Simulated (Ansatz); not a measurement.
CrCl3, relaxed as a doublet with UKS r2SCAN-D4/def2-SVP in Ansatz, starting from the GFN1-xTB geometry. Force threshold 0.02 eV/Å.

The charge 0 doublet is spin-contaminated (final ⟨S²⟩ up to 1.76, 0.75 for a pure state). At r2SCAN-D4/def2-SVP a quartet of charge 0 lies 0.70 eV below the doublet, each at its own geometry. The structure comes from a short search, and lower isomers may exist.

Start:

```xyz
4

Cr    0.001   -0.001    0.000
Cl   -1.386   -0.637    1.344
Cl    1.141   -1.352   -1.006
Cl    0.244    1.989   -0.338
```

```
step  energy (eV)  largest force component (eV/Å)  SCF passes
   1  -65974.3369                           1.803         167
   2  -65974.5554                           0.225          56
   3  -65974.5597                           0.051          57
   4  -65974.5600                           0.001          52
```

Force components are those of the run's own axes.

End:

```
atom   x (Å)   y (Å)   z (Å)
 Cr1   0.000   0.000   0.000
 Cl2  -1.446  -0.666   1.402
 Cl3   1.189  -1.409  -1.048
 Cl4   0.256   2.075  -0.354
```

By distances, no bond broke or formed. The bond that changes most is Cr1–Cl2, from 2.03 to 2.12 Å (atoms count from 1).

No frequencies were taken in this run, so the end may be a saddle point.

Run time 40 s (2 threads of Intel Xeon 6975P-C on a shared host).
